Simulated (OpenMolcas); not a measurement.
## Ge3+: effect of the active space

| Property | Result |
| --- | --- |
| Program | OpenMolcas |
| Method | CASSCF or its RAS form |
| Basis | ANO-RCC-VQZP |
| Scalar Hamiltonian | DKH2, point nucleus |
| Spin-orbit coupling | RASSI with atomic mean-field integrals over the reference wave functions, term energies averaged over their components |

A. 1 electron in 4 orbitals (4s 4p); 2S+1 = 2 even, 1 root; 2S+1 = 2 odd, 3 roots; cost roughly 7 core-seconds
B. 1 electron in 9 orbitals (RAS2 4s 4p; RAS3 4d, at most 1 electron); 2S+1 = 2 even, 1 root; 2S+1 = 2 odd, 3 roots; cost of the order of 13 core-seconds

Energies in cm-1 above 4s 2S 1/2, the measured ground level; measured values from Sugar and Musgrove, J. Phys. Chem. Ref. Data 22, 1213 (1993).

```csv
Level,A,B,Measured
4s 2S 1/2,0.0,0.0,0.0
4p 2P* 1/2,79359,79359,81311
4p 2P* 3/2,81685,81685,84102
```

Deviations, from unrounded energies. A percentage is the sum of absolute deviations over the sum of measured energies, with the sign that they share, or ± where signs differ.

```csv
Against measurement,Levels,A,B
mean absolute deviation (cm-1),2,2200,2200
other configurations (%),2,-2.6,-2.6
```

A, B lie about equally close to measurement. The largest miss of A in the table is 4p 2P* 3/2, by -2400 cm-1. The ranking rests on the paired levels alone, and a cruder setting can come out closer through cancelling errors.

Between A and B no level of the table moves by more than 5 cm-1.

With one active electron the reference holds no correlation, so core polarisation is missing. With one active electron outside closed inactive shells, the extra shells (4d) add no correlation to the reference (holds for B). Measured partners are found by configuration, term and J. A level has none where our copy of the source lacks it or the pairing is in doubt (some pairs that miss far off the trend of their configuration count as doubtful), and it then counts in no deviation. Levels of configurations outside the active space are missing.

* marks odd parity.
